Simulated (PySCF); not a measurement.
cyclohexane (C₆H₁₂), singlet, geometry from GFN2-xTB; MP2/def2-SVP in PySCF.

PySCF was given this input:
```python
from pyscf import gto, scf, mp

mol = gto.M(
    atom='''
C    -0.66197397    1.12297663   -0.67366385
C     0.75407601    1.25299157   -0.12037658
C     1.45787052   -0.10080089   -0.13252080
C     0.66197397   -1.12297663    0.67366385
C    -0.75407601   -1.25299157    0.12037658
C    -1.45787052    0.10080089    0.13252080
H    -0.61416414    0.80216226   -1.71711692
H    -1.16380661    2.09274194   -0.64468925
H     1.32141866    1.97319664   -0.71413349
H     0.70833863    1.62726918    0.90520925
H     1.55338037   -0.44915229   -1.16379724
H     2.46383348   -0.00147979    0.28135615
H     1.16380661   -2.09274194    0.64468925
H     0.61416414   -0.80216226    1.71711692
H    -1.32141866   -1.97319664    0.71413349
H    -0.70833863   -1.62726918   -0.90520925
H    -1.55338037    0.44915229    1.16379724
H    -2.46383348    0.00147979   -0.28135615
''',
    basis='def2-svp',
    verbose=4,
)

mf = scf.RHF(mol)
mf.kernel()

pt = mp.MP2(mf, frozen=6)
pt.kernel()
print('E(MP2) = %.10f' % pt.e_tot)
```

Output, abridged:

```
PySCF version 2.14.0

[INPUT] verbose = 4
[INPUT] num. atoms = 18
[INPUT] num. electrons = 48
[INPUT] charge = 0
[INPUT] spin (= nelec alpha-beta = 2S) = 0
[INPUT] symmetry False subgroup None
[INPUT] Mole.unit = angstrom
[INPUT] Symbol           X                Y                Z      unit          X                Y                Z       unit  Magmom
[INPUT]  1 C     -0.661973970000   1.122976630000  -0.673663850000 AA   -1.250949504891   2.122118274987  -1.273040176520 Bohr   0.0
[INPUT]  2 C      0.754076010000   1.252991570000  -0.120376580000 AA    1.424997136005   2.367810903689  -0.227478768012 Bohr   0.0
[INPUT]  3 C      1.457870520000  -0.100800890000  -0.132520800000 AA    2.754976007877  -0.190486075212  -0.250428017808 Bohr   0.0
[INPUT]  4 C      0.661973970000  -1.122976630000   0.673663850000 AA    1.250949504891  -2.122118274987   1.273040176520 Bohr   0.0
[INPUT]  5 C     -0.754076010000  -1.252991570000   0.120376580000 AA   -1.424997136005  -2.367810903689   0.227478768012 Bohr   0.0
[INPUT]  6 C     -1.457870520000   0.100800890000   0.132520800000 AA   -2.754976007877   0.190486075212   0.250428017808 Bohr   0.0
[INPUT]  7 H     -0.614164140000   0.802162260000  -1.717116920000 AA   -1.160602020129   1.515866978862  -3.244880702657 Bohr   0.0
[INPUT]  8 H     -1.163806610000   2.092741940000  -0.644689250000 AA   -2.199275754859   3.954709115991  -1.218286117951 Bohr   0.0
[INPUT]  9 H      1.321418660000   1.973196640000  -0.714133490000 AA    2.497119363290   3.728801239512  -1.349516712480 Bohr   0.0
[INPUT] 10 H      0.708338630000   1.627269180000   0.905209250000 AA    1.338566014150   3.075093081146   1.710597567923 Bohr   0.0
[INPUT] 11 H      1.553380370000  -0.449152290000  -1.163797240000 AA    2.935463466576  -0.848774816321  -2.199258048125 Bohr   0.0
[INPUT] 12 H      2.463833480000  -0.001479790000   0.281356150000 AA    4.655970493734  -0.002796397822   0.531686066962 Bohr   0.0
[INPUT] 13 H      1.163806610000  -2.092741940000   0.644689250000 AA    2.199275754859  -3.954709115991   1.218286117951 Bohr   0.0
[INPUT] 14 H      0.614164140000  -0.802162260000   1.717116920000 AA    1.160602020129  -1.515866978862   3.244880702657 Bohr   0.0
[INPUT] 15 H     -1.321418660000  -1.973196640000   0.714133490000 AA   -2.497119363290  -3.728801239512   1.349516712480 Bohr   0.0
[INPUT] 16 H     -0.708338630000  -1.627269180000  -0.905209250000 AA   -1.338566014150  -3.075093081146  -1.710597567923 Bohr   0.0
[INPUT] 17 H     -1.553380370000   0.449152290000   1.163797240000 AA   -2.935463466576   0.848774816321   2.199258048125 Bohr   0.0
[INPUT] 18 H     -2.463833480000   0.001479790000  -0.281356150000 AA   -4.655970493734   0.002796397822  -0.531686066962 Bohr   0.0

nuclear repulsion = 257.470151041836
number of shells = 72
number of NR pGTOs = 228
number of NR cGTOs = 144
basis = def2-svp
ecp = {}

******** <class 'pyscf.scf.hf.RHF'> ********
method = RHF
initial guess = minao
damping factor = 0
level_shift factor = 0
DIIS = <class 'pyscf.scf.diis.CDIIS'>
diis_start_cycle = 1
diis_space = 8
diis_damp = 0
SCF conv_tol = 1e-09
SCF conv_tol_grad = None
SCF max_cycles = 50
direct_scf = True
direct_scf_tol = 1e-13
Set gradient conv threshold to 3.16228e-05
Initial guess from minao.
init E= -235.322339585805
  HOMO = -0.302905638341303  LUMO = 0.110517412412087  gap/eV = 11.24981
cycle= 1 E= -233.976404239442  delta_E= 1.35  |g|= 0.41  |ddm|= 3.89
  HOMO = -0.437551234114423  LUMO = 0.164250195780585  gap/eV = 16.37585
cycle= 2 E= -234.035721399126  delta_E= -0.0593  |g|= 0.114  |ddm|= 0.535
  HOMO = -0.412124586844013  LUMO = 0.176689861748858  gap/eV = 16.02246
cycle= 3 E= -234.039855814427  delta_E= -0.00413  |g|= 0.0461  |ddm|= 0.208
  HOMO = -0.425217985122808  LUMO = 0.17392509878568  gap/eV = 16.30351
cycle= 4 E= -234.040434558097  delta_E= -0.000579  |g|= 0.00443  |ddm|= 0.0525
  HOMO = -0.42562956780341  LUMO = 0.173934701304103  gap/eV = 16.31497
cycle= 5 E= -234.040441331279  delta_E= -6.77e-06  |g|= 0.00076  |ddm|= 0.00664
  HOMO = -0.425656562293306  LUMO = 0.173942256069789  gap/eV = 16.31591
cycle= 6 E= -234.040441646106  delta_E= -3.15e-07  |g|= 0.000124  |ddm|= 0.00168
  HOMO = -0.4256761569073  LUMO = 0.173937485302936  gap/eV = 16.31632
cycle= 7 E= -234.040441655516  delta_E= -9.41e-09  |g|= 1.77e-05  |ddm|= 0.000316
  HOMO = -0.425677773583527  LUMO = 0.173935692327412  gap/eV = 16.31631
cycle= 8 E= -234.040441655704  delta_E= -1.88e-10  |g|= 2.19e-06  |ddm|= 4.92e-05
  HOMO = -0.425677842101918  LUMO = 0.173935679612884  gap/eV = 16.31632
Extra cycle  E= -234.040441655706  delta_E= -2.67e-12  |g|= 7.44e-07  |ddm|= 4.69e-06
converged SCF energy = -234.040441655706

******** <class 'pyscf.mp.mp2.RMP2'> ********
nocc = 18, nmo = 138
frozen orbitals 6
E(RMP2) = -234.896950752315  E_corr = -0.856509096609168
E(SCS-RMP2) = -234.897287408551  E_corr = -0.856845752844255
E_corr(same-spin) = -0.197267495869324
E_corr(oppo-spin) = -0.659241600739845
E(MP2) = -234.8969507523
```
